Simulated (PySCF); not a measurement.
Si(Me)(OH)(NH2)2 (CH₈N₂OSi), SMILES C[Si](N)(N)O.

The structure is a stationary point at PBE-D3(BJ)/def2-SVP. Other conformers were not sampled.

Two levels are set side by side: PBE/def2-TZVP (PySCF) and PBE0/def2-TZVP (PySCF). Same geometry, gas phase. Differences are taken from unrounded values.

```csv
quantity,PBE0
orbital gap (eV),7.94
highest occupied level (eV),-7.27
lowest empty level (eV),0.68
dipole moment (D),1.26
mean polarisability (bohr³),55.6
```

Problem. What does PBE give, and how far is it from PBE0? (The exact figures need the calculation; the answer reports its results.)

Solution. 
| quantity | PBE | PBE minus PBE0 |
|---|---|---|
| orbital gap (eV) | 5.65 | -2.30 |
| highest occupied level (eV) | -5.80 | 1.47 |
| lowest empty level (eV) | -0.15 | -0.82 |
| dipole moment (D) | 1.25 | -0.02 |
| mean polarisability (bohr³) | 58.4 | 2.8 |

Without exact exchange PBE keeps part of each electron's self-repulsion, which lifts occupied levels and narrows the gap. PBE's more diffuse valence density responds more strongly to a field. Differences between two approximate levels are no errors against the true value.

Rough cost on one machine, each run with all the roots and properties that it gave: PBE0 against PBE within a factor of 2.
